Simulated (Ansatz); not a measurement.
A made-up structure of BH3IO (charge +1), closed shell:

```
6
angstrom
O 0.6478 0.1770 -0.1378
B -0.6281 -0.3987 0.2860
I 0.5760 1.8797 -1.2773
H -1.6403 0.0680 0.0027
H -0.6938 -1.3515 0.9265
H 1.4088 -0.3327 0.1815
```

It is relaxed with PBE-D4/def2-SVP and then PBE0-D4/def2-TZVP (Ansatz 0.2.0). Atoms count as bonded within 1.22 times the sum of their covalent radii (H–H: 0.88 Å). The end point is not checked to be a true minimum.

(1) Does its bonding change? (A judgement: the text doesn't fix the answer.)

## Answers

(1) The calculation gives: No: no bond forms or breaks.

Where it ends: The first stage lowers the energy by 0.48 eV in 5 steps. It ends as BH₃IO ([BH2][OH][I]), total charge +1:
O1  (0.505, 0.163, -0.124)
B2  (-0.699, -0.437, 0.314)
I3  (0.733, 1.873, -1.277)
H4  (-1.691, 0.107, -0.022)
H5  (-0.527, -1.414, 0.963)
H6  (1.348, -0.250, 0.128)
(Å)

Labels in which every atom is bracketed show which atoms are joined, not bond orders.

For scale, one of the runs: PBE0-D4/def2-TZVP relaxation, 130 basis functions, launched by `ansatz run in.yaml --threads 2 --pin off --events-out ev --progress --plain --max-ram 4352MiB`. Hardware: 2 CPU threads of an Arm Neoverse V1, shared host. Wall time about 18 s.
